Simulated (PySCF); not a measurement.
Molecule: cyclopenten-1-ylsilane, C5H10Si (charge 0, singlet). 
Geometry from a B3LYP-D3(BJ)/def2-TZVP (Ansatz) optimisation:
```xyz
16

Si     2.1575    -0.1208    -0.1063
C      0.3049    -0.0443    -0.0440
C     -0.5126    -0.2634    -1.0787
C     -1.9705    -0.1764    -0.7091
C     -1.9341     0.4806     0.6871
C     -0.5039     0.2264     1.2144
H      2.6031    -0.4284    -1.4858
H      2.6722    -1.1655     0.8152
H      2.7500     1.1720     0.3203
H     -0.1838    -0.5151    -2.0799
H     -2.4106    -1.1803    -0.6776
H     -2.5578     0.3951    -1.4314
H     -2.7046     0.0984     1.3563
H     -2.0943     1.5553     0.5839
H     -0.1178     1.0685     1.7933
H     -0.4642    -0.6468     1.8755
```
Charge 0, spin multiplicity 1.

Dispersion corrections to the total energy (kcal/mol) from the dftd3 and dftd4 libraries through PySCF: D3(BJ) without and D4 with the three-body term, each with the damping fitted for the functional named.

```
functional  D3(BJ)      D4
----------  ------  ------
B2GP-PLYP    -5.67   -3.78
BLYP        -19.20  -19.65
HF          -67.49  -32.03
r2SCAN         [?]   -2.30
BHLYP       -12.22  -10.31
CAM-B3LYP      [?]   -7.58
B3LYP       -15.69     [?]
```

Some entries are withheld; supply them.


- r2SCAN, D3(BJ): -2.65
- CAM-B3LYP, D3(BJ): -7.19
- B3LYP, D4: -14.22
